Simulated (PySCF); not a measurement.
# Two-component Hartree-Fock for Nb (niobium, neutral)

Start: [Kr] 4d3 5s1 6s1; 4d5/2 filled at m_j = +1/2, +3/2, +5/2; 5s1/2 filled at m_j = +1/2; 6s1/2 filled at m_j = +1/2. Calculated with PySCF 2.14 in x2c-TZVPall-2c with one added diffuse shell each of s, p, d type (9s10p8d1f, 86 functions): generalised Hartree-Fock with the X2C-1e Hamiltonian and a Gaussian nucleus; one run each with spin-orbit coupling (SO) switched off, then screened by Boettger's factors. This is a chosen level, not necessarily the ground level.

```tsv
spinor shell	electrons	ε, spin-free (eV)	ε, screened SO (eV)	weight of nominal j (screened SO)	rms radius, screened SO (bohr)
1s1/2	2	-19093.6	-19092.7	1.000	0.0415
2s1/2	2	-2749.9	-2749.7	1.000	0.171
2p1/2	2	-2449.7	-2515.8	1.000	0.149
2p3/2	4	-2449.7	-2418.7	1.000	0.154
3s1/2	2	-495.93	-495.91	1.000	0.471
3p1/2	2	-395.01	-406.19	1.000	0.471
3p3/2	4	-395.01	-389.80	1.000	0.482
3d3/2	4	-230.02	-231.76	0.984	0.472
4s1/2	2	-78.787	-78.807	1.000	1.24
4p3/2	4	-49.278	-48.217	0.868	1.39
4p1/2	2	-49.278	-51.570	0.736	1.39
4d5/2	3	-14.029	-14.004	0.775	2.09
5s1/2	1	-10.010	-10.018	1.000	3.54
6s1/2	1	-2.142	-2.142	1.000	9.36
```

Problem. Where does 3d5/2 lie, and what is the 3d spin-orbit splitting (screened SO)?

Solution. At -228.88 eV, 2.885 eV above 3d3/2.

| quantity | spin-free | screened SO |
| --- | --- | --- |
| E (hartree) | -3816.88143 | -3817.28498 |
| M_J | 11/2 | 11/2 |
| ⟨J²⟩ | 35.760 | 35.761 |
| ⟨L²⟩ | 12.008 | 12.045 |
| ⟨S²⟩ | 8.753 | 8.743 |

Each row is a mean over spinors that exchange with the open shell spreads, by up to 6.587 eV (4p3/2).

Rows whose weight is well below 1 are mixtures of j = l ± 1/2: exchange outweighs spin-orbit coupling there, and the label is only the starting occupation.

Breit and QED terms are absent; they matter most for the inner s and p1/2 levels.

Densities and radii are taken from the X2C orbitals without a picture-change correction, which distorts them close to the nucleus.

Without spin-orbit coupling the j labels of p, d and f shells carry no meaning; the spin-free column gives the mean over the occupied spinors of each nl shell.
